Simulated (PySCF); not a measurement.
# Vertical excitation energies

Compound: C₃H₁₆N₄OSi₃.
Structure used (PBE0-D3(BJ)/def2-SVP), in Å, numbered top down from 1:
```xyz
27
C3H16N4OSi3 angstrom
C      3.7789    1.4929   -1.0673
O      2.9269    0.3926   -0.9604
Si     2.0900   -0.0852    0.3964
N      1.8081   -1.7933    0.4269
Si     0.5709   -2.7422   -0.3692
N     -0.8539   -1.7455   -0.4100
Si    -0.8817   -0.3452    0.6348
N     -2.2889    0.5882    0.2607
C     -3.5498   -0.0387   -0.0474
C     -2.4029    1.9729    0.6433
N      0.5257    0.6601    0.3907
H      4.3557    1.6720   -0.1401
H      4.4983    1.3185   -1.8833
H      3.2255    2.4212   -1.3024
H      2.9521    0.2644    1.5649
H      2.5013   -2.3300    0.9427
H      0.8852   -3.1363   -1.7790
H      0.4385   -3.9969    0.4336
H     -1.2770   -1.6251   -1.3267
H     -0.7976   -0.8720    2.0298
H     -4.0337    0.4407   -0.9200
H     -3.4053   -1.1026   -0.2846
H     -4.2678    0.0200    0.7959
H     -3.0664    2.1161    1.5202
H     -2.8178    2.5847   -0.1808
H     -1.4182    2.3868    0.9054
H      0.4172    1.4415   -0.2508
```

The calculation used TDDFT CAM-B3LYP/def2-SVPD, vertical, gas phase, core orbitals frozen in the response (PySCF 2.14.0, density-fitted response routines).

Problem. Predict the UV-vis stick spectrum at this level.

Solution. 

```csv
state,E (eV),E (hartree),f,"main configurations (H = HOMO, L = LUMO)"
S1,6.04,0.2219,0.013,"H→L (58%), H→L+3 (14%), H→L+1 (14%)"
S2,6.68,0.2455,0.019,"H-1→L (22%), H→L+2 (20%), H→L+3 (17%)"
S3,6.71,0.2465,0.010,"H-1→L (28%), H→L+2 (13%), H→L+3 (11%)"
S4,6.80,0.2498,0.056,"H-1→L+1 (15%), H→L+6 (13%), H→L (13%)"
S5,6.87,0.2525,0.0099,"H-1→L+1 (23%), H-2→L+1 (15%), H→L+3 (11%)"
S6,7.01,0.2577,0.011,"H-2→L (21%), H-1→L+2 (20%), H-1→L+3 (13%)"
S7,7.19,0.2642,0.022,"H→L+1 (16%), H→L+3 (12%), H→L+2 (11%)"
S8,7.26,0.2670,0.0074,"H-2→L+1 (22%), H-1→L+1 (12%)"
S9,7.46,0.2743,0.0016,"H→L+1 (31%), H→L+5 (14%), H→L+6 (14%)"
S10,7.49,0.2752,0.016,"H-3→L (19%), H-2→L+3 (18%), H-2→L (12%)"
```

Triplets, Tamm–Dancoff:

```tsv
state	E (eV)	λ (nm)	main configurations (H = HOMO, L = LUMO)
T1	5.91	209.9	H→L (54%), H→L+1 (15%), H→L+3 (15%)
T2	6.41	193.3	H-1→L (27%), H-1→L+3 (22%), H-1→L+1 (18%)
T3	6.53	190.0	H-2→L+1 (13%), H-1→L (12%), H→L (11%)
T4	6.58	188.3	H→L+6 (16%), H→L+3 (16%), H-2→L+1 (11%)
```

The lowest singlet comes at 205 nm (583 kJ/mol) in the ultraviolet; it is weak; its leading configuration is HOMO→LUMO (58%). The most intense listed level is S4 at 6.80 eV (182 nm, f = 0.056), 0.76 eV above S1. Löwdin shares by element: HOMO nitrogen 54% or more, carbon 18% or more, silicon 7% or more (atoms not listed hold the other 21%); LUMO silicon 19% or more, carbon 16% or more (atoms not listed hold the other 65%). The listed states span 1.45 eV, and the widest gap between neighbours is 0.64 eV (S1 to S2). Weighted by f, the mean energy of these states is 6.89 eV. The oscillator strengths of these states sum to 0.166; summed over the whole spectrum of an exact calculation they would give the number of electrons, 112 (Thomas–Reiche–Kuhn). The window holds the lowest 10 singlets.

One conformer stands for the species.

Without π bonds the low states may be Rydberg-like; a valence basis with one diffuse set may place them up to an eV too high.
